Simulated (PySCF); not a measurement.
## Electronic structure of P+ (phosphorus, charge +1) at the UHF level

Configuration: [Ne] 3s1 3p2 3d1, one real determinant (an excited configuration). Calculation: PySCF 2.14, in x2c-QZVPPall with one added diffuse shell each of s, p, d, f type (10s7p5d3f1g, 86 functions); the spin-free X2C one-electron Hamiltonian (Gaussian nucleus).

| Quantity | Value |
| --- | --- |
| Total energy | -340.573958 hartree |
| One-electron energy | -464.0639 hartree |
| Hartree (Coulomb) energy | 145.9053 hartree |
| Exchange energy | -22.4154 hartree |
| ⟨S²⟩ | 6.0001 |
| ⟨L²⟩ | 7.513 |
| Sum of ⟨r⟩ | 13.26 bohr |
| Sum of ⟨r²⟩ | 28.72 bohr² |
| Traceless quadrupole moment −½Σ⟨3z² − r²⟩ along its main axis | 2.61 e·bohr² |
| Langevin diamagnetic susceptibility | -22.7 ×10⁻⁶ cm³/mol |

```json
{"shell": "1s α", "electrons": "1", "mean orbital energy (hartree)": "-80.82078", "spread (hartree)": "0", "rms radius, mean of both spins (bohr)": "0.120"}
{"shell": "1s β", "electrons": "1", "mean orbital energy (hartree)": "-80.78096", "spread (hartree)": "0", "rms radius, mean of both spins (bohr)": "0.120"}
{"shell": "2s α", "electrons": "1", "mean orbital energy (hartree)": "-8.15121", "spread (hartree)": "0", "rms radius, mean of both spins (bohr)": "0.560"}
{"shell": "2s β", "electrons": "1", "mean orbital energy (hartree)": "-8.09170", "spread (hartree)": "0", "rms radius, mean of both spins (bohr)": "0.560"}
{"shell": "2p α", "electrons": "3", "mean orbital energy (hartree)": "-6.01068", "spread (hartree)": "0.02294", "rms radius, mean of both spins (bohr)": "0.538"}
{"shell": "2p β", "electrons": "3", "mean orbital energy (hartree)": "-5.95661", "spread (hartree)": "0.01826", "rms radius, mean of both spins (bohr)": "0.538"}
{"shell": "3s α", "electrons": "1", "mean orbital energy (hartree)": "-1.30012", "spread (hartree)": "0", "rms radius, mean of both spins (bohr)": "1.90"}
{"shell": "3p α", "electrons": "2", "mean orbital energy (hartree)": "-0.86180", "spread (hartree)": "0", "rms radius, mean of both spins (bohr)": "2.18"}
{"shell": "3d α", "electrons": "1", "mean orbital energy (hartree)": "-0.31391", "spread (hartree)": "0", "rms radius, mean of both spins (bohr)": "3.64"}
```

⟨L²⟩ = 7.51 against 12 for a pure F term, so this real determinant mixes terms. The outer electron is Rydberg-like, and this basis confines it to a smaller radius and binds it less than a complete one would.

Densities and radii are taken from the X2C orbitals without a picture-change correction, which distorts them close to the nucleus.

Spin-orbit constants ζ (cm⁻¹) from the X2C one-electron operator on these orbitals: bare nucleus, nucleus screened by l(l+1)(2l+1)/3 electrons, and screened by the Breit-Pauli mean field of the electrons.

```
shell   bare  screened nucleus  mean field
   2p   5517              4781        4453
   3p  402.3             348.6       320.8
   3d  12.12             4.038       2.501
```

To first order the Landé constant is A = 27.15 cm⁻¹, so the lowest level has J = 1 and lies 0.0269 eV below the centre of the term. This holds in LS coupling only.
